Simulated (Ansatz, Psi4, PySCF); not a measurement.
OY (SMILES [O]=[Y]), doublet, geometry from GFN2-xTB (such geometries of metal compounds can be far from the true shape) (core potentials on Y), atoms displaced at random by about 0.08 Å a coordinate. Base run: HF/def2-SVP, gradient (PySCF).

Here is a job for PySCF.
```python
from pyscf import gto, scf

mol = gto.Mole()
mol.atom = '''
    Y    -0.132153   -0.046952   -0.228127
    O    -0.053124   -0.082088    1.572282
'''
mol.basis = 'def2-svp'
mol.ecp = {'Y': 'def2-svp'}
mol.charge = 0
mol.spin = 1
mol.verbose = 3
mol.build()

mf = scf.UHF(mol)
mf.kernel()
g = mf.nuc_grad_method()
grad = g.kernel()
```

Programs used: Ansatz (a first-principles code), Psi4, PySCF; a row that names a program was run with it.

The coordinate followed is y of atom 1.

Each row names what was changed in the base input (with any setting that the change needs).

```
change                                                  dE/dx (Eh/bohr)  net force (Eh/bohr)
------------------------------------------------------  ---------------  -------------------
base                                                           0.000211             0.000000
density fitting = on                                           0.000211             0.000000
conv_tol = 1e-6                                                0.000211             0.000000
finite difference step (bohr) = 1e-3; conv_tol = 1e-11         0.000211                    -
finite difference step (bohr) = 0.05; conv_tol = 1e-11         0.000214                    -
finite difference step (bohr) = 0.01; conv_tol = 1e-11         0.000211                    -
density fitting = on; auxbasis_response = off                  0.000210             0.000888
code = psi4                                                    0.000211             0.000000
finite difference step (bohr) = 0.2; conv_tol = 1e-11          0.000259                    -
code = ansatz                                                  0.000211             0.000000
finite difference step (bohr) = 1e-5; conv_tol = 1e-11         0.000211                    -
finite difference step (bohr) = 1e-4; conv_tol = 1e-11         0.000211                    -
```

The net force is zero for an exact gradient.

Open shells are given as the SCF converged; they aren't shown to be the lowest states, and a large step between rows can be another state.
